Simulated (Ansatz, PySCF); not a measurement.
Isomers of C2H3N: 1 is N#CC, 2 is [C-]#[N+]C; one conformer of each (the lowest of an xTB search), B3LYP-D3(BJ)/def2-TZVP minima.
Isomer 1 (charge 0, multiplicity 1, Z-matrix in Å and degrees):
```
C
H 1 1.0902
H 1 1.0902 2 108.78
H 1 1.0902 2 108.78 3 -118.36
C 1 1.4544 2 110.15 3 120.82
N 5 1.1493 4 150.78 1 180.00
```
Isomer 2 (charge 0, multiplicity 1):
```xyz
6

C      2.09990    -0.03115     0.01806
N      0.93559    -0.01389     0.00804
C     -0.48218     0.00715    -0.00415
H     -0.85307    -0.59745    -0.83141
H     -0.86525    -0.39589     0.93302
H     -0.83497     1.03123    -0.12356
```

No zero-point or thermal terms.

Cores are frozen in the correlated methods. Rows in 3-21G, 6-31G* carry no dispersion term and start afresh at each structure (6-31G* with six Cartesian d functions).

Codes used: Ansatz (a quantum-chemistry and plane-wave program) with Gaussian orbitals; PySCF for 3-21G rows, 6-31G* rows, M06-2X, the dispersion terms. Values without a source in brackets are computed.

```csv
level,electronic energy of isomer 2 less that of isomer 1 (eV)
HF/cc-pVQZ,0.856
PBE-D4/def2-TZVPP,1.078
B3LYP/3-21G,1.155
B3LYP/6-31G*,1.045
PBE0-D4/def2-TZVPP,1.045
M06-2X/6-31G*,0.988
M06-2X/def2-TZVPP,?
SCS-MP2/cc-pVDZ,1.134
SCS-MP2/cc-pVTZ,1.115
```

**Question.** Fill in the missing entries.

**Answer.** 
- M06-2X/def2-TZVPP, electronic energy of isomer 2 less that of isomer 1 (eV): 0.955
